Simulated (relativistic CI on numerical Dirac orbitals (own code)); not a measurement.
# Au LXI: computed level list

Method of calculation: Dirac-Coulomb-Breit CI, separate exchange-only KLI orbitals for each configuration, model QED (radiative potential, 1s self-energy scaled to tabulated hydrogen-like ionisation energies), unscaled Slater integrals (own radial code, finite nucleus).

CI space (outside the closed core [Ne]): 3s2 3p6 3d, 3s2 3p5 3d2, 3s 3p6 3d2, 3s2 3p6 4s, 3s2 3p6 4p, 3s2 3p6 4d, 3s2 3p5 3d 4s, 3s2 3p6 4f, 3s2 3p5 3d 4p, 3s2 3p5 3d 4d, 3s 3p6 3d 4s, 3s2 3p5 3d 4f, 3p6 3d2 4p, 3s 3p6 3d 4p, 3s 3p6 3d 4d, 3s2 3p6 5s, 3s2 3p6 5p, 3s 3p6 3d 4f, 3s2 3p6 5d, 3s2 3p6 5f, 3s2 3p6 5g, 3p6 3d3, 3p5 3d4, 3p5 3d3 4s, 3p6 3d2 4s, 3p5 3d2 4s2, 3p6 3d2 4d, 3p5 3d3 4d, 3p5 3d2 4s 4d. Double excitations out of closed p, d and f shells are left out; levels of such configurations are missing from the list, as are those of other unlisted configurations, and high levels can miss mixing partners. These lack a partner that the ground configuration has and come out too high: 3s2 3p5 3d 4p, 3s2 3p5 3d 4f.

The lowest level is 3s2 3p6 3d 2D_3/2, with 100 % of that term; Hund's rules for 3s2 3p6 3d give 2D with J = 3/2, in agreement.

```
No.  Configuration  Term     J  E (10³ cm⁻¹)    %  Next component (%)             jj configuration (%)
  1     3s2 3p6 3d    2D   3/2           0.0  100                                          3d3/2 (100)
  2     3s2 3p6 3d    2D   5/2         848.1  100                                          3d5/2 (100)
  3    3p5 3d2(3F)   4D°   3/2        2229.2   38              26 4F°             3p3/2^3 3d3/2^2 (99)
  4    3p5 3d2(3F)   4D°   1/2        2252.8   81              17 2P°             3p3/2^3 3d3/2^2 (95)
  5    3p5 3d2(3F)   4F°   5/2        2291.8   33              24 2D°             3p3/2^3 3d3/2^2 (98)
  6    3p5 3d2(3F)   2G°   7/2        2310.6   35              29 4G°            3p3/2^3 3d3/2^2 (100)
  7    3p5 3d2(1S)   2P°   3/2        2518.6   33              22 4P°             3p3/2^3 3d3/2^2 (98)
  8    3p5 3d2(3F)   4D°   5/2        3023.8   49              21 2F°         3p3/2^3 3d3/2 3d5/2 (99)
  9    3p5 3d2(3F)   4G°   9/2        3061.3   70              20 2G°        3p3/2^3 3d3/2 3d5/2 (100)
 10    3p5 3d2(3F)   4F°   7/2        3091.6   48              29 4D°         3p3/2^3 3d3/2 3d5/2 (98)
 11    3p5 3d2(3F)   4D°   3/2        3128.6   48              33 2D°         3p3/2^3 3d3/2 3d5/2 (97)
 12    3p5 3d2(3P)   4P°   5/2        3144.5   41              30 2F°         3p3/2^3 3d3/2 3d5/2 (99)
 13    3p5 3d2(1G)   2H°  11/2        3157.6   71              29 4G°         3p3/2^3 3d3/2 3d5/2 (99)
 14    3p5 3d2(3F)   2G°   7/2        3171.7   42              31 2F°         3p3/2^3 3d3/2 3d5/2 (99)
 15    3p5 3d2(3P)   2S°   1/2        3232.9   33              31 4P°         3p3/2^3 3d3/2 3d5/2 (99)
 16    3p5 3d2(1G)   2F°   7/2        3270.5   37              30 2G°         3p3/2^3 3d3/2 3d5/2 (98)
 17    3p5 3d2(3P)   4D°   5/2        3286.8   48              39 2D°         3p3/2^3 3d3/2 3d5/2 (99)
 18    3p5 3d2(1G)   2G°   9/2        3314.8   62              20 2H°         3p3/2^3 3d3/2 3d5/2 (99)
 19    3p5 3d2(3P)   4S°   3/2        3318.2   36              30 2D°         3p3/2^3 3d3/2 3d5/2 (99)
 20    3p5 3d2(3F)   2D°   3/2        3481.8   44              26 4F°         3p3/2^3 3d3/2 3d5/2 (97)
 21    3p5 3d2(1G)   2F°   5/2        3545.6   82              10 2D°         3p3/2^3 3d3/2 3d5/2 (97)
 22    3p5 3d2(3P)   2P°   1/2        3603.2   74              20 4D°         3p3/2^3 3d3/2 3d5/2 (94)
 23    3p5 3d2(3F)   4G°  11/2        3908.1   71              29 2H°             3p3/2^3 3d5/2^2 (99)
 24    3p5 3d2(1D)   2D°   5/2        3979.3   52              19 2F°            3p3/2^3 3d5/2^2 (100)
 25    3p5 3d2(3F)   4F°   9/2        4004.3   48              43 2G°             3p3/2^3 3d5/2^2 (99)
 26    3p5 3d2(1D)   2F°   7/2        4033.3   51              40 4D°             3p3/2^3 3d5/2^2 (99)
 27    3p5 3d2(1D)   2P°   1/2        4099.5   58              27 2S°             3p3/2^3 3d5/2^2 (99)
 28    3p5 3d2(3F)   2F°   7/2        4235.7   44              30 4D°             3p3/2^3 3d5/2^2 (97)
 29    3p5 3d2(1S)   2P°   3/2        4311.6   53              27 2D°             3p3/2^3 3d5/2^2 (99)
 30    3p5 3d2(3F)   2D°   5/2        4400.2   55              14 4D°             3p3/2^3 3d5/2^2 (96)
 31    3p5 3d2(1S)   2P°   3/2        4420.8   59              12 2D°             3p3/2^3 3d5/2^2 (96)
 32    3p5 3d2(3F)   4G°   5/2        6076.2   48              41 2F°       3p1/2 3p3/2^4 3d3/2^2 (99)
 33    3p5 3d2(1S)   2P°   1/2        6458.4   53              33 4D°       3p1/2 3p3/2^4 3d3/2^2 (98)
 34    3p5 3d2(3F)   2D°   3/2        6488.6   56              26 4F°       3p1/2 3p3/2^4 3d3/2^2 (98)
 35    3p5 3d2(3F)   4G°   7/2        6857.9   49              23 2G°  3p1/2 3p3/2^4 3d3/2 3d5/2 (100)
 36    3p5 3d2(3F)   2D°   5/2        6881.3   27              23 4F°  3p1/2 3p3/2^4 3d3/2 3d5/2 (100)
 37    3p5 3d2(3P)   4D°   3/2        6935.2   40              27 2D°   3p1/2 3p3/2^4 3d3/2 3d5/2 (99)
 38    3p5 3d2(3P)   4P°   1/2        6959.9   47              28 4D°  3p1/2 3p3/2^4 3d3/2 3d5/2 (100)
 39    3p5 3d2(1G)   2H°   9/2        6981.7   52              33 2G°   3p1/2 3p3/2^4 3d3/2 3d5/2 (99)
 40    3p5 3d2(3F)   2D°   5/2        7227.9   39              23 4D°   3p1/2 3p3/2^4 3d3/2 3d5/2 (98)
 41    3p5 3d2(1G)   2F°   7/2        7247.2   55              24 2G°   3p1/2 3p3/2^4 3d3/2 3d5/2 (98)
 42    3p5 3d2(3P)   2P°   3/2        7310.1   45              20 4D°   3p1/2 3p3/2^4 3d3/2 3d5/2 (99)
 43    3p5 3d2(3F)   4D°   7/2        7724.3   36              30 2F°       3p1/2 3p3/2^4 3d5/2^2 (98)
 44    3p5 3d2(3F)   2G°   9/2        7788.6   42              21 4G°       3p1/2 3p3/2^4 3d5/2^2 (99)
 45    3p5 3d2(1D)   2P°   3/2        7817.7   31              27 2D°      3p1/2 3p3/2^4 3d5/2^2 (100)
```

Energies count from the lowest computed level; ° marks odd parity. Percentages are summed over parent terms; the parents shown are those of the largest component, closed shells are left out there. Filled j subshells are mostly left out of the jj labels.

The mean weight of the leading LS term, summed over parents, in these 45 levels is 51 %, and that of the leading jj configuration (from the same eigenvectors) 98 %, so jj coupling describes them better and the LS labels are nominal.

At this charge energies of transitions that change n are usually good to better than 1 %, and those within a shell (Δn = 0) to a few per cent.

LS names give the leading component of a level, which can be under half, so a name can repeat, a term be missing and a line seem to break the LS rules.
